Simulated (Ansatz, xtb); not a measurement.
**Relative energy of two isomers of C6H5FS**

Structure X is `Fc1cccc(S)c1`, a singlet and structure Y is `Fc1ccc(S)cc1`, a singlet. Both are isolated molecules in the gas phase, relaxed with r2SCAN-D4/def2-SVP; the shapes shown needn't be the lowest conformers.

X (Å):

```xyz
13

C    -0.6831    0.5720    2.1632
C     0.2731   -0.1784    2.8446
C     1.1970   -0.9011    2.0859
C     1.1659   -0.8743    0.6897
C     0.1907   -0.1090    0.0268
C    -0.7459    0.6236    0.7745
F    -1.5805    1.2738    2.8677
S     0.0733   -0.0139   -1.7355
H     0.2795   -0.1854    3.9364
H     1.9597   -1.4995    2.5924
H     1.8994   -1.4479    0.1170
H     1.1151   -0.8306   -2.0002
H    -1.5193    1.2303    0.2970
```

Y (Å):

```tsv
atom	x (Å)	y (Å)	z (Å)
C	-1.2953	-0.1398	1.7146
C	-0.3694	-0.8611	2.4649
C	0.9551	-0.9246	2.0319
C	1.3538	-0.2700	0.8531
C	0.4010	0.4507	0.1145
C	-0.9261	0.5172	0.5442
F	-2.5691	-0.0769	2.1285
S	3.0552	-0.4020	0.3740
H	-0.6930	-1.3649	3.3790
H	1.6868	-1.4893	2.6171
H	2.9583	0.3481	-0.7438
H	0.6910	0.9669	-0.8052
H	-1.6778	1.0743	-0.0206
```

Energies in hartree; the thermal terms are from GFN2-xTB frequencies at re-optimised GFN2-xTB minima (ideal gas, soft modes damped towards free rotors, one conformer each, 298.15 K, 1 atm) and include the zero-point energy:

|  | X | Y |
| --- | --- | --- |
| E, CCSD(T)/def2-SVP | −727.883751 | −727.882703 |
| E, MP2/def2-SVP | −727.792212 | −727.791226 |
| E, MP2/def2-TZVPP | −728.579875 | −728.578901 |
| zero-point energy | 0.087975 | 0.087933 |
| H(298 K) − E | 0.096103 | 0.096089 |
| G(298 K) − E | 0.056256 | 0.056196 |

Q: Correct the CCSD(T) difference for the basis set by the MP2 change, then work out ΔE, ΔE₀, ΔH and ΔG for X → Y in kcal/mol (1 Eh = 627.51 kcal/mol) and the equilibrium ratio [Y]/[X].

A: 1. Differences Y − X: CCSD(T) +0.001048, MP2 in the small set +0.000986, MP2 in the large set +0.000974 Eh.
2. ΔE = +0.001048 + (+0.000974 − (+0.000986)) = +0.001036 Eh = +0.65 kcal/mol.
3. ΔE₀ = ΔE + ΔZPE = +0.001036 + (−0.000042) Eh = +0.62 kcal/mol.
4. ΔH = ΔE + (−0.000014) Eh = +0.64 kcal/mol.
5. ΔG = ΔE + (−0.000060) Eh = +0.61 kcal/mol, so ΔS = (ΔH − ΔG)/T = +0.4 J/(mol K).
6. kT = 0.9442 mEh, so K = [Y]/[X] = exp(−ΔG/kT) = exp(−1.03) ≈ 0.36.

The two are too close for this level to say which is favoured. An error of 1 kcal/mol in ΔG would change K by a factor of 5.4. Mirror images and further conformers aren't counted.

As drawn, both hold the same kinds of bond in the same numbers.

Other levels gave ΔE = +0.2 (GFN2-xTB); +0.7 (HF/STO-3G, GFN2-xTB geometries); +1.0 (r2SCAN-D4/def2-SVP//GFN2-xTB); +0.9 (r2SCAN-D4/def2-SVP); +0.9 (HF/def2-SVP); +0.6 (MP2/def2-SVP); +0.7 (CCSD(T)/def2-SVP) kcal/mol. The correlated steps freeze 12 core orbitals. Programs: Ansatz 0.2.0, xtb 6.7.1.
